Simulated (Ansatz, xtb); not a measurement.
Two isomers of C3H6BrNSi

Structure I is `N#CC[SiH2]CBr`, a singlet and structure II is `C[Si@@H](Br)CC#N`, a singlet. Both are isolated molecules in the gas phase, relaxed with PBE-D3(BJ)/def2-SVP, each in the lowest conformer that the search found.

Estimate E(II) − E(I) at the level CCSD(T)/def2-SVP + ΔMP2/def2-TZVPP.

Calculated at CCSD(T)/def2-SVP + ΔMP2/def2-TZVPP: E(II) − E(I) = −38.1 kcal/mol, so structure II lies lower.

How the difference moves with the method:

```
                             level             geometry  E(II) − E(I) (kcal/mol)  departure from the last row (kcal/mol)  job, with rough time for the two
                          GFN2-xTB             GFN2-xTB                     −32.6                                    +5.6              optimisation, 0.16 s
                         HF/STO-3G             GFN2-xTB                     −36.1                                    +2.1              single point, 0.52 s
                r2SCAN-D4/def2-SVP             GFN2-xTB                     −39.4                                    −1.3               single point, 3.3 s
               PBE-D3(BJ)/def2-SVP  PBE-D3(BJ)/def2-SVP                     −37.5                                    +0.6                optimisation, 20 s
                       HF/def2-SVP  PBE-D3(BJ)/def2-SVP                     −40.5                                    −2.4           part of the CCSD(T) run
                      MP2/def2-SVP  PBE-D3(BJ)/def2-SVP                     −40.1                                    −2.0           part of the CCSD(T) run
                  CCSD(T)/def2-SVP  PBE-D3(BJ)/def2-SVP                     −38.3                                    −0.2                      single point
CCSD(T)/def2-SVP + ΔMP2/def2-TZVPP  PBE-D3(BJ)/def2-SVP                     −38.1                                                        single point, 46 s
```

As drawn, II has 1 Br–Si, 1 C–H in place of 1 C–Br, 1 Si–H.

None of the levels shown reverses the order. The largest departure from CCSD(T)/def2-SVP + ΔMP2/def2-TZVPP is that of GFN2-xTB, 5.6 kcal/mol. The last row adds to CCSD(T) the change of the MP2 difference between the two basis sets, here +0.2 kcal/mol.

With thermal terms from frequencies at re-optimised GFN2-xTB minima (ideal gas, soft modes damped towards free rotors, one conformer each, 298.15 K, 1 atm): on the last row, ΔE + ΔZPE = −36.4, ΔH = −36.2, ΔG = −36.7 kcal/mol.

The correlated steps freeze 18 core orbitals; the filled d shell of Br is correlated, in a basis made for valence electrons. Mirror images aren't counted in ΔG. Codes used: Ansatz 0.2.0, xtb 6.7.1; the last row on 2 threads of Intel(R) Xeon(R) 6975P-C (Granite Rapids) on a shared host.
